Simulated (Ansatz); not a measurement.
Consider the cleavage of the Si–Si bond: `F[SiH2][SiH2]S` + `OC[SeH]` → `F[SiH2]OC[SeH]` + `[SiH3]S`.

Gas-phase electronic energies from Ansatz, PBE0-D4/def2-TZVP geometries. CBS: MP2 limit from def2 TZ/QZ plus the TZ coupled-cluster correction, frozen cores. DFT in def2-TZVPP. B3LYP here is the variant with VWN-RPA as its local correlation; programs differ in this. HSE06 is defined as in plane-wave codes. For Se outer-core shells are correlated without core-valence functions, which leaves a few kJ/mol of doubt a bond. Scalar relativity is left out up to krypton. One conformer a species, not always the lowest.

```tsv
level	ΔE (kJ/mol)	difference from CCSD(T)/CBS
B97M-V	-113.0	6.6
r2SCANh-D4	-113.7	5.9
HSE06-D4	-100.5	19.1
BHLYP-D4	-126.5	-6.9
CAM-B3LYP-D4	-123.8	-4.2
ωB97X-V	-116.0	3.6
B2PLYP	-121.5	-1.9
PBE	-91.4	28.2
B3LYP	-114.3	5.3
BHLYP	-125.7	-6.1
CAM-B3LYP	-122.8	-3.2
RPA@PBE/def2-TZVPP	-121.5	-1.9
CCSD(T)/def2-SVP	-118.1	1.5
MP2/def2-QZVPP	-128.5	-8.9
SCS-MP2/def2-QZVPP	-130.0	-10.4
MP2/CBS(def2)	-127.3	-7.7
CCSD(T)/CBS	-119.6	0
```

Largest T1 diagnostic among the species: 0.012.

From PBE to PBE0 (25 % exact exchange), in def2-TZVPP and without D4, ΔE moves by −8.4 kJ/mol. In def2-TZVPP, CCSD(T) changes the Hartree–Fock value by +15.2 kJ/mol (the triples alone add +2.1 kJ/mol) and MP2 by +7.5 kJ/mol. Leaving LDA and LC-ωPBE aside and taking each functional with its dispersion term where it has one, the values, not all of them listed here, spread over 33.7 kJ/mol, from BHLYP-D4 to PBE-D4. LDA lies −9.2 kJ/mol from PBE without D4.
